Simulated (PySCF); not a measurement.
Vertical excitation energies

Compound: Cu(PH3)H (singlet state).
SMILES: `[H][Cu]<-[PH3]`

Computed, not measured: PySCF, TDDFT CAM-B3LYP/def2-SVPD, vertical, gas phase, core orbitals frozen in the response. Isolated species at its PBE0-D3(BJ)/def2-SVP geometry, gas phase.

What does the calculation give for the low-lying excited states?

```tsv
state	E (eV)	E (hartree)	f	symmetry	main configurations (H = HOMO, L = LUMO)
S1	4.49	0.1651	0.074	E	H→L/L+1 (≥90%)
S2	4.50	0.1652	0.074	E	H→L/L+1 (≥90%)
S3	5.15	0.1892	0.0000	–	H-2/H-1→L/L+1 (≥72%)
S4	5.15	0.1893	0.0000	–	H-2/H-1→L/L+1 (≥72%)
S5	5.28	0.1942	0.0055	A1	H→L+2 (74%), H-5→L/L+1 (≥10%), H-4→L/L+1 (≥9%)
S6	5.34	0.1964	0.014	E	H-2/H-1→L/L+1 (≥78%)
S7	5.34	0.1964	0.014	E	H-2/H-1→L/L+1 (≥79%)
S8	5.38	0.1978	0.0000	–	H-4→L/L+1 (≥53%), H-5→L/L+1 (≥42%)
S9	5.42	0.1991	0.0001	–	H-4→L/L+1 (≥47%), H-5→L/L+1 (≥46%)
S10	5.42	0.1991	0.0001	–	H-5→L/L+1 (≥51%), H-4→L/L+1 (≥42%)
S11	5.84	0.2147	0.0000	–	H-3→L/L+1 (≥89%)
S12	5.85	0.2148	0.0000	–	H-3→L/L+1 (≥88%)
S13	6.12	0.2250	0.203	A1	H-4→L/L+1 (≥35%), H-5→L/L+1 (≥35%), H→L+2 (18%)
S14	6.31	0.2321	0.0000	–	H-2/H-1→L+2 (≥88%)
S15	6.31	0.2321	0.0000	–	H-2/H-1→L+2 (≥88%)
```

Triplets, Tamm–Dancoff:

```csv
state,E (eV),λ (nm),"main configurations (H = HOMO, L = LUMO)"
T1,3.96,313.1,H→L/L+1 (≥90%)
T2,3.96,312.8,H→L/L+1 (≥90%)
T3,4.85,255.5,"H→L+2 (82%), H→L+6 (10%)"
```

The lowest singlet level (S1/S2) comes at 276 nm (434 kJ/mol) in the ultraviolet; it is of moderate strength. The strongest level in the table is S13 at 6.12 eV (203 nm, f = 0.203). S1/S2, S3/S4, S6/S7, S9/S10, S11/S12 and S14/S15 lie within about 0.01 eV of each other in each set; the point group C3v has degenerate representations, and within a degenerate level the listed configurations can mix freely. For S1 the Löwdin share of copper is 58% in HOMO and 42% in LUMO. The oscillator strengths of these states sum to 0.384; summed over the whole spectrum of an exact calculation they would give the number of electrons, 48 (Thomas–Reiche–Kuhn). Weighted by f, the mean energy of these states is 5.43 eV. Of the 15 states listed, 5 reach f = 0.01 and 9 stay under 0.0005. No computed singlet lies in the visible range (380 to 750 nm); the lowest, at 276 nm, stands 1.23 eV above its violet end (3.26 eV). Symmetry labels in C3v follow from the direction of the transition dipole and are given only for states with f of 0.002 or more. Orbitals of the list HOMO-3 to LUMO+2 that lie within 0.01 eV of each other are written together with a slash and their weights summed (≥ marks a lower bound); for degenerate orbitals outside that list single weights are arbitrary. Singlets were solved by full linear response, triplets in the Tamm–Dancoff approximation.

The run took 7.7 s on one thread of an Arm Neoverse V1, no GPU, on a shared host.
